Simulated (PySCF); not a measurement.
**Stationary points of [CrO2]2+**

Level of theory: PySCF, PBE, basis Cr def2-TZVP, O def2-TZVP (no relativity, density fitting).

Relaxations began from a few typed shapes. The search is not exhaustive: other isomers or separated fragments can lie lower, and high-lying points may rest on an excited occupation.

```
   spin  group              bonds         angles  imaginary modes (cm⁻¹)  ΔE (kJ/mol)  ΔE with ZPE (kJ/mol)
singlet    C2v  Cr–O 1.526 Å (×2)  O–Cr–O 104.4°                    none          0.0                   0.0
singlet    C2v  Cr–O 1.526 Å (×2)  O–Cr–O 104.3°                    none          0.2                   0.2
```

The lowest minimum found is the singlet C2v: Cr–O 1.526 Å (×2); O–Cr–O 104.4°.

Formally Cr is in oxidation state +6, d0. A d0 centre has no lone pair, yet it is C2v rather than linear: covalent bonding through the d orbitals favours lower symmetry. The polar-tensor charge on Cr, 1.86, is far below the formal one.
